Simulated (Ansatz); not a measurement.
`O[SiH]([SiH3])[TeH]` + H₂O → `O[SiH](O)[SiH3]` + H₂Te at 700 K and 1 bar (formal hydrolysis of the Si–Te bond).

Program: Ansatz. Geometries: PBE0-D4/def2-TZVP. ΔE: electronic, gas phase. CBS: MP2 limit from def2 TZ/QZ plus the TZ coupled-cluster correction, frozen cores. This one scheme is used for every species. def2 core potentials past Kr. For Te outer-core shells are correlated without core-valence functions, which leaves a few kJ/mol of doubt a bond. One conformer a species, not always the lowest.

```json
{"species": "`O[SiH]([SiH3])[TeH]`", "CCSD(T)/CBS energy (Eh)": "-924.72516", "H − E (kJ/mol)": "231.6", "S (J/(mol·K))": "518.4"}
{"species": "H₂O", "CCSD(T)/CBS energy (Eh)": "-76.37941", "H − E (kJ/mol)": "80.5", "S (J/(mol·K))": "218.4"}
{"species": "`O[SiH](O)[SiH3]`", "CCSD(T)/CBS energy (Eh)": "-732.20558", "H − E (kJ/mol)": "244.6", "S (J/(mol·K))": "469.1"}
{"species": "H₂Te", "CCSD(T)/CBS energy (Eh)": "-268.91024", "H − E (kJ/mol)": "57.2", "S (J/(mol·K))": "261.6"}
```

H − E and S are ideal-gas, rigid-rotor, harmonic terms from PBE0-D4/def2-TZVP, for one conformer and one mirror image of each species. 1 Eh = 2625.50 kJ/mol, R = 8.31446 J/(mol·K).

Task: By hand: ΔE, ΔH, ΔS and ΔG.

Result: ΔE = (-732.20558) + (-268.91024) − (-924.72516) − (-76.37941) = -0.01125 Eh = -29.5 kJ/mol. Δ(H − E) = 244.6 + 57.2 − 231.6 − 80.5 = -10.3, so ΔH = -39.8 kJ/mol. ΔS = 469.1 + 261.6 − 518.4 − 218.4 = -6.1 J/(mol·K). ΔG = -39.8 − 700 × (-6.1)/1000 = -35.5 kJ/mol.

Task: By hand: the equilibrium constant, and the temperature at which ΔG would vanish if ΔH and ΔS stayed fixed.

Result: log₁₀ K = −ΔG/(RT ln 10) = 2.6. ΔG = 0 at ΔH/ΔS = 6525 K, far beyond where these terms or the molecules hold.

The number of gas molecules stays the same, so ΔS is small and ΔH decides. A doubt of 5 kJ/mol in ΔE shifts log₁₀ K by 0.4 here. Other conformers and mirror images would add mixing entropy, several J/(mol·K) or more a flexible species. These are equilibria of isolated gas molecules and say nothing of rates. Largest T1 diagnostic: 0.013 (customary marks: 0.02 for closed shells, 0.045 for open ones).
